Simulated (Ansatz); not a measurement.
Isolated molecules relaxed with PBE0-D4/def2-TZVP in Ansatz; ΔE leaves out vibrations. CBS: MP2 limit from def2 TZ/QZ plus the TZ coupled-cluster correction, frozen cores. This one scheme is used for every species. DFT in def2-TZVPP. For Se outer-core shells are correlated without core-valence functions, which leaves a few kJ/mol of doubt a bond. Scalar relativity is left out up to krypton. Each species was taken in one conformer, which may not be the lowest.

Reaction (formal exchange of groups at the Se–B bond): `NB[Se][SiH3]` + `CC` → `CC[Se][SiH3]` + `BN`

```csv
level,ΔE (kcal/mol),difference from CCSD(T)/CBS
PBE-D4,25.3,0.6
PBE0-D4,25.7,1.0
ωB97X-V,24.4,-0.3
ωB97M-V,24.6,-0.1
B2PLYP,24.5,-0.2
PBE,25.3,0.6
r2SCAN,26.1,1.4
PBE0,25.7,1.0
HF/def2-TZVPP,24.3,-0.4
MP2/def2-TZVPP,24.9,0.2
CCSD(T)/def2-TZVPP,24.5,-0.2
MP2/def2-QZVPP,25.0,0.3
SCS-MP2/def2-QZVPP,24.0,-0.7
HF/CBS(def2),24.1,-0.6
MP2/CBS(def2),25.1,0.4
CCSD/CBS(def2),24.7,0.0
CCSD(T)/CBS,24.7,0
```

Largest T1 diagnostic among the species: 0.012.
